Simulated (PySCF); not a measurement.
Values are calculated unless marked as measured or tabulated.
C2H7O2Si

C2H7O2Si is a small molecule (built as: Si site whose three back bonds go to CH3, OH, OCH3), neutral, doublet. The structure, one conformer, was relaxed in the gas phase by PBE0-D3(BJ)/def2-SVP. No frequency run checks that it is a minimum.

SMILES: CO[Si](C)O

```tsv
atom	x (Å)	y (Å)	z (Å)
Si1	-0.272	-0.109	0.954
C2	1.568	0.227	0.829
O3	-0.878	1.033	2.002
O4	-1.038	0.142	-0.513
C5	-0.855	-0.624	-1.667
H6	1.723	1.237	0.416
H7	2.068	-0.504	0.175
H8	2.036	0.179	1.823
H9	-1.838	1.096	2.046
H10	-1.136	-1.682	-1.516
H11	0.191	-0.599	-2.026
H12	-1.491	-0.218	-2.469
```

EPR values by unrestricted B3LYP, IGLO-III on C O Si, pcH-1 on H.

Q: Predict g and the largest hyperfine couplings. Where does the spin sit?

A: g = 2.0009, 2.0019, 2.0022. The spin sits on Si1 (81 %, bonded to 1 C + 2 O) by Mulliken populations.
```
atom  isotope  isotropic (MHz)  dipolar, principal values (MHz)
 Si1     29Si           -698.6               -124.7, 61.8, 62.9
  C2      13C            103.0                 -9.7, -9.0, 18.7
  O4      17O            -33.0                -30.0, 14.5, 15.5
  O3      17O            -18.6                -27.9, 13.4, 14.5
  H6       1H             34.9                  -5.6, -0.7, 6.3
  H9       1H             -5.9                 -8.7, -3.7, 12.5
```

Q: How do the isotropic couplings move with BHandHLYP?

A: Si1 -698.6 to -735.4 MHz, C2 103.0 to 102.7 MHz, O4 -33.0 to -37.3 MHz, O3 -18.6 to -22.7 MHz.

The 2 runs behind this took 93 s in all, one thread each of Arm Neoverse V2 on a shared host, launched as `OMP_NUM_THREADS=1 python cluster_run.py task.json out`.
